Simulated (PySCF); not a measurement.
```xyz
5
charge 0 multiplicity 1, angstrom
Nb    0.0000   -0.0247   -0.0175
O     0.0000   -1.3951   -0.9868
F     1.5333   -0.0797    1.0279
F    -1.5333   -0.0797    1.0279
F     0.0000    1.4539   -1.1403
```

Level of theory: PySCF, PBE0, basis Nb def2-SVP with ECP28, O def2-SVP, F def2-SVP (scalar-relativistic core potentials, no spin–orbit coupling, density fitting).

This geometry of NbOF3 is a stationary point at this level.

Task: What is the point group?

Result: C3v.

Task: Is it a minimum?

Result: Yes: all harmonic wavenumbers are real.

Task: Which band is strongest in the infrared?

Result: 741 cm⁻¹ (e), 362 km/mol.

Task: What is the atomisation energy, with and without zero-point energy?

Result: 2504 kJ/mol without, 2478 kJ/mol with.

Stability towards spin polarisation was not tested. Other isomers or separated fragments may lie lower.
